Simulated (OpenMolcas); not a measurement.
## d2 ions of charge +4 down a group on the Ga site of K2NaGaF6

```
Program             : OpenMolcas 26.06
Method              : CASSCF
Spin-orbit coupling : state interaction with AMFI integrals over the reference wave functions
```

The d shell is active. Each dopant is a cluster with its nearest anions in model potentials and point charges, with no relaxation and no local charge compensation. Distances were set from a Shannon-type radius of the metal (high-spin where two are listed) plus a fixed donor radius (F 1.31 Å), in hosts weighted 0.65 to 0.35 with the host's distance in the model lattice. Ligand basis ANO-RCC-VDZP, DKH2 Hamiltonian. States (labels of O, the rotations of Oh). Energies in cm-1 above the lowest state or level, χT in cm3 K/mol; under a threefold ground state the first gap can be a small split of the lowest multiplet, not the spin-orbit step; 10Dq and B are least-squares fits to the states below 45000 cm-1, weighted by degeneracy, with a free offset, and given where the rms deviation is under 5 % of |10Dq| (or 100 cm-1) and under 700 cm-1. Spin-only χT is S(S+1) / 2 for the spin of the ground state.

```
 Ion  Shell  R (Å)   Metal basis  Ground state  First state of that spin   10Dq  B (rms of fit)  First gap with spin-orbit (degeneracies)  χT at 300 K  First state of another spin  Spin-only χT
Mo4+    4d2  1.952  ANO-RCC-VTZP           3T1                 3T2 30715  32185        739 (96)                               26.2 (2, 3)        0.396                    1T2 10344         1.000
 W4+    5d2  1.959  ANO-RCC-VTZP           3T1                 3T2 36577                                                     222.4 (2, 3)        0.152                     1T2 9791         1.000
```

χT departs most from the spin-only value for W4+, by -0.848 cm3 K/mol.

An orbital triplet at a regular site is open to Jahn-Teller coupling, which can distort the site and quench the lowest spin-orbit gaps and is left out. Without dynamic correlation the repulsion within the d shell is too large (B by tens of per cent), so at a given field states of lower spin stand too high. With metal d orbitals alone the field can be off either way by tens of per cent. Ligand-to-metal charge-transfer states are missing. With no ligand orbital active B as a rule stays too high, so bands that hang on it stand too high and its fall with covalency is understated. The least metal-like active orbital is 78 % on the metal (Löwdin) and no ligand orbital is active, so the numbers are rough (holds for Mo4+). The least metal-like active orbital is 76 % on the metal (Löwdin) and no ligand orbital is active, so the numbers are rough (holds for W4+). No measured value stands beside these numbers; the geometry was set by hand and not optimised.
